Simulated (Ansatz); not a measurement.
Job for Ansatz (a program for electronic structure): U-r2SCAN/def2-TZVPPD on H3O3Sn (SMILES [OH][Sn]([OH])[OH]). Elements past Kr take the def2 small-core potentials; no spin–orbit coupling. The basis file is the Basis Set Exchange's JSON of that set.

Ansatz 0.2 input:
```yaml
crystal:
  periodic: [false, false, false]
  atoms:
    - {symbol: O, position_ang: [-1.07593076, -1.21769666, -0.87531500]}
    - {symbol: Sn, position_ang: [-0.36549382, -0.12064420, 0.65963228]}
    - {symbol: O, position_ang: [-0.45772913, 1.78792492, 0.01738062]}
    - {symbol: O, position_ang: [1.60405822, -0.54461889, 0.72884585]}
    - {symbol: H, position_ang: [-1.77429830, -0.74073086, -1.35094205]}
    - {symbol: H, position_ang: [0.29752426, 2.30205378, 0.34406592]}
    - {symbol: H, position_ang: [1.77186953, -1.46628809, 0.47633239]}
basis:
  gaussian:
    orbitals: def2-TZVPPD.json
hamiltonian:
  xc: {name: r2SCAN}
magnetization: {spin_polarized: true, initial_magnetization: 1}
```

Program output:

```
WARN ansatz: RAYON_NUM_THREADS=8 ignored (pool sized by the plan → 8); use --threads N
Functional definition: r2SCAN
integrals: 0.14 GiB planned
1133 factors; their error is unknown
mean field: 1.40 GiB planned
mean field evaluation 1: about -12005.5057 eV, gradient 7.5e1 eV
mean field evaluation 2: about -11864.7468 eV, gradient 1.8e2 eV
mean field evaluation 4: about -12023.4200 eV, gradient 1.8e1 eV
mean field evaluation 8: about -12024.6699 eV, gradient 4.7e-1 eV
mean field evaluation 16: about -12024.6629 eV, gradient 3.2e-3 eV
mean field -12024.66292399 eV, -441.8982118474 hartree, gradient 7.8e-5 eV, S^2 0.756185; 0 other end points of the search recorded, 0 dependent functions left out
reference -12024.66295651 eV, -441.8982130423 hartree; 25, 24 occupied and 202, 203 virtual orbitals, 1133 factors
Total energy: -12024.66295651 eV, -441.8982130423 hartree
```

The run converged.

Cost: very roughly 16 core-seconds.
